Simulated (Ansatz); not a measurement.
Correlation energies of C2H10N2Si, SMILES `CN[SiH2]NC` by basis set

Cartesian coordinates in Å:
```
C -0.0314 -1.9717 -1.4081
N -0.5386 -0.9796 -0.4891
Si -0.3915 0.7160 -0.6645
N -0.2972 1.4339 0.8834
C 0.7042 1.1345 1.8818
H 0.3864 -2.8328 -0.8759
H 0.7748 -1.5354 -2.0025
H -0.7889 -2.3442 -2.1093
H -1.2400 -1.3296 0.1446
H 0.8067 0.8604 -1.5465
H -1.5308 1.4400 -1.3050
H -0.7829 2.3038 1.0278
H 1.1089 0.1370 1.6976
H 0.2756 1.1272 2.8893
H 1.5446 1.8404 1.8765
```

The species carries charge 0 and has multiplicity 1. The structure was optimised at the PBE0-D4/def2-TZVP level. It is one conformer, not always the lowest. Frozen core, restricted reference, the Gaussian-basis code of Ansatz. CBS rows extrapolate triple and quadruple zeta; past MP2 they add the triple-zeta difference.

```json
{"basis": "def2-TZVPP", "HF (Eh)": "?", "MP2 corr.": "?", "CCSD corr.": "-0.95988", "(T)": "-0.03586", "CCSD(T) total": "?"}
{"basis": "def2-QZVPP", "HF (Eh)": "-479.53858", "MP2 corr.": "-0.96758", "CCSD corr.": "–", "(T)": "–", "CCSD(T) total": "–"}
{"basis": "CBS(def2)", "HF (Eh)": "?", "MP2 corr.": "?", "CCSD corr.": "-1.06789", "(T)": "as TZ", "CCSD(T) total": "?"}
```

(1) Fill in the withheld values. (An estimate is asked.)

## Answers

(1) The calculation gave: def2-TZVPP HF (Eh): -479.51945; def2-TZVPP MP2 corr.: -0.90553; def2-TZVPP CCSD(T) total: -480.51519; CBS(def2) HF (Eh): -479.54122; CBS(def2) MP2 corr.: -1.01354; CBS(def2) CCSD(T) total: -480.64497.
